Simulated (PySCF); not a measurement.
F4Ge, charge -1, doublet (typed; the unrestricted solution is spin-contaminated), at a GFN2-xTB geometry (a state made from the parent by changing its charge; the spin is typed, not shown lowest) (in this run its highest filled SCF level lies above zero, so its values depend strongly on the basis, on diffuse functions most of all). Base run: HF/STO-3G (PySCF).

PySCF was given this input:
```python
from pyscf import gto, scf

mol = gto.M(
    atom='''
F     1.43484093   -1.19785115   -0.12485680
Ge   -0.08011673    0.06688401    0.00697159
F     0.96042394    1.93370305   -0.00581249
F    -1.17003793   -0.43524924   -1.76159722
F    -0.94036746   -0.53841247    1.86747864
''',
    basis='sto-3g',
    charge=-1,
    spin=1,
    verbose=3,
)

mf = scf.UHF(mol)
mf.kernel()
mf.analyze()
```

The base run was repeated with changes; each row names its change, and settings that it needs were set with it.

```tsv
change	E (Eh)	HOMO (eV)	<S^2>	core-seconds (rough)	outcome
base	-2443.61427	1.69	1.272	0.5	converged
functional = bhandhlyp	-2446.31279	3.87	0.897	5	converged
functional = hse06	-2445.84744	5.76	0.800	10	converged
functional = b97-1	-2446.17652	5.76	0.788	4	converged
functional = pw91,pw91	-	-	-	-	not converged
functional = mn15	-2442.35265	5.53	0.778	7	converged
functional = m06	-2446.12097	5.27	0.774	6	converged
functional = revpbe	-2446.06441	7.74	0.757	6	converged
functional = lda,vwn	-	-	-	-	not converged
functional = pbe	-2445.59280	7.69	0.757	7	converged
functional = wb97x_v	-2446.08061	3.52	0.825	100	converged
functional = pbe0; dispersion = d3bjm	-2445.82144	5.37	0.802	5	converged
functional = blyp	-	-	-	-	not converged
```

Total energies compare only within one method and basis.

Open shells are given as the SCF converged; they aren't shown to be the lowest states, and a large step between rows can be another state.
